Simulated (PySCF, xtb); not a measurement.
C₄H₄F₂O₂, SMILES FC1(O[C@@H](C1)C=O)F.

GFN2-xTB run with xtb 6.7.1 at its own geometry gives an orbital gap of 3.64 eV and a dipole moment of 1.80 D.

Geometry: B3LYP-D3(BJ)/def2-SVP. The structure was generated by enumeration; whether it is a known compound was not checked. One conformer was computed; it need not be the lowest.

Problem. What does PBE/def2-TZVP (PySCF) give? (The exact figures need the calculation; the answer reports its results.)

Solution. gap 3.67 eV (levels -6.41 and -2.75 eV), dipole 1.53 D.
